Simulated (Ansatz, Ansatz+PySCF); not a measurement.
```xyz
6

C     0.0000    0.0000   -0.7234
C     0.0000    0.0000    0.7234
H     0.0000   -0.9325   -1.3026
H     0.0000    0.9325   -1.3026
H    -0.9325    0.0000    1.3026
H     0.9325    0.0000    1.3026
```

Basis set: STO-3G (spherical functions). Correlated methods keep 2 orbitals frozen. Charge 0, multiplicity 1.

Computed with Ansatz (development build ahead of 0.2.0); each method stands on the lowest determinant of its kind that the runs found. Restricted open shells among the atoms or ions are ROHF, correlated in semicanonical orbitals with singles.

Problem. Give the atomization energy at this shape (free ground-state atoms in the same class of orbitals less the molecule, no zero-point energy) of singlet C₂H₄ by UHF-CCSDT(Q), UHF-CCSD(T), UHF-MP2, UHF, RHF-MP2, RHF.

Solution.

```tsv
method	atomization energy
UHF-CCSDT(Q)	518.70 kcal/mol
UHF-CCSD(T)	516.50 kcal/mol
UHF-MP2	508.14 kcal/mol
UHF	476.46 kcal/mol
RHF-MP2	458.68 kcal/mol
RHF	372.77 kcal/mol
```

Caution: the shape is not the minimum. Caution for UHF-CCSDT(Q), UHF-CCSD(T), UHF-MP2: a plain start can end on a higher determinant. Caution for UHF-CCSDT(Q): the amplitudes may be one of several solutions. Caution for UHF-CCSDT(Q), UHF-CCSD(T), UHF-MP2, UHF: the unrestricted determinant is a mixture of spin states. Caution for RHF-MP2, RHF: an unrestricted determinant lies well below; the determinant breaks the point group. Caution for RHF-MP2: large amplitudes, a single reference is doubtful; the program doubts this total.

This basis has no polarisation functions and is too small for such energies, which can lie far from measured ones in either direction.
